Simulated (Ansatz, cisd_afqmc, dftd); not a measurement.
Species: GeAsH5, charge 0, singlet. GeAsH5 (SMILES [GeH3][AsH2]).
B3LYP-D3(BJ)/def2-TZVP minimum from Ansatz (a first-principles code):
```
Ge
H 1 1.5385
H 1 1.5390 2 109.15
H 1 1.5390 2 109.15 3 -118.81
As 1 2.4482 2 113.07 3 120.60
H 5 1.5259 1 92.41 2 46.04
H 5 1.5259 6 91.98 1 92.49
```
Charge 0, spin multiplicity 1.

Wanted: atomisation energy (electronic, to ground-state atoms), in kcal/mol. Radicals and triplets start from unrestricted determinants; spin-orbit coupling is neglected. Cores are frozen in correlated methods (noble-gas shells, and filled d and f shells in the p block). No relativity. AFQMC is phaseless with a CISD trial state; ± is one standard error, without the phaseless bias. Outlying blocks are dropped, and bars are widened where a walk drifts. Over all cases where full CI ran beside it in this data, AFQMC minus full CI had a median of +0.1 mEh and passed +0.4 mEh in a tenth of the cases. CBS(X,Y): correlation extrapolated as X^-3, Hartree-Fock from the larger set. A bracket is a step between two methods taken in the basis named. Where a partner has so few electrons that a lower coupled-cluster level is exact, that level stands in.

```tsv
level	program	atomisation energy (kcal/mol)	difference against the last row
HF/cc-pVQZ	Ansatz	289.2	-120.4
PBE0-D4/def2-TZVPD	Ansatz + dftd4	405.4	-4.2
CAM-B3LYP-D3(BJ)/def2-TZVPD	Ansatz + dftd3	414.4	4.8
CCSD/cc-pVTZ	Ansatz	392.6	-17.0
CCSDT(Q)/cc-pVDZ	Ansatz	375.1	-34.5
CCSD(T)/CBS(cc-pVTZ,cc-pVQZ) + [AFQMC/CISD - CCSD(T)]/cc-pVDZ	Ansatz + cisd_afqmc	409.7 ± 0.3	0.1
CCSD(T)/CBS(cc-pVTZ,cc-pVQZ) + [CCSDT(Q) - CCSD(T)]/cc-pVTZ	Ansatz	409.6	0.0
```
